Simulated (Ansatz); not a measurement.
Relaxation of BFH₅NO (9 atoms, charge 0, multiplicity 1), to a largest force component of 0.03 eV/Å in at most 50 steps.

Level of theory: Ansatz 0.2.0, RKS revPBE/6-31G*.

```xyz
9
Properties=species:S:1:pos:R:3:forces:R:3
B 0.059 -0.175 0.292 -0.03 -0.26 1.76
N 0.060 -0.287 1.775 -0.01 0.14 -1.82
H -0.756 -0.630 2.280 0.00 0.01 0.01
H 0.935 -0.408 2.280 0.01 -0.02 0.01
H 1.085 -0.087 -0.325 0.01 0.03 -0.01
F -1.129 -0.303 -0.350 0.04 -0.02 0.03
O -0.349 2.400 0.470 0.09 -0.14 0.43
H -1.262 2.184 0.191 -0.03 0.00 0.01
H -0.265 1.905 1.329 -0.08 0.26 -0.43
```

Problem. Where does it end, and by what steps?

Solution. The forces met the threshold. The force dipped under the threshold on the way, but the program's further checks kept it going. After 40 steps the energy has fallen by 0.110 eV; H9 moved furthest, 0.89 Å.

| step | energy less start (eV) | largest force component (eV/Å) | accepted |
| --- | --- | --- | --- |
| 0 | 0.0000 | 1.820 | yes |
| 2 | -0.0603 | 1.280 | no |
| 4 | -0.0930 | 0.553 | yes |
| 6 | -0.0882 | 0.411 | no |
| 8 | -0.1047 | 0.049 | yes |
| 10 | -0.1063 | 0.111 | yes |
| 12 | -0.1066 | 0.262 | no |
| 14 | -0.1077 | 0.056 | yes |
| 16 | -0.1082 | 0.056 | yes |
| 18 | -0.1085 | 0.022 | yes |
| 20 | -0.1087 | 0.047 | yes |
| 22 | -0.1089 | 0.022 | yes |
| 24 | -0.1090 | 0.042 | yes |
| 26 | -0.1092 | 0.034 | yes |
| 28 | -0.1093 | 0.047 | yes |
| 30 | -0.1094 | 0.043 | yes |
| 32 | -0.1097 | 0.033 | yes |
| 34 | -0.1099 | 0.046 | yes |
| 36 | -0.1099 | 0.059 | yes |
| 38 | -0.1099 | 0.199 | no |
| 40 | -0.1102 | 0.008 | yes |

```xyz
9
Properties=species:S:1:pos:R:3
B 0.092 -0.308 0.404
N 0.174 -0.674 1.760
H -0.641 -0.806 2.358
H 1.061 -0.861 2.219
H 1.071 -0.208 -0.288
F -1.141 -0.092 -0.149
O -0.494 2.788 0.376
H -1.027 2.091 -0.056
H -0.719 2.669 1.319
```

Whether the end is a true minimum wasn't checked by a vibrational analysis.

Time of the run: 81 s on 1 thread of Arm Neoverse V2 (shared host), peak memory 0.15 GiB.
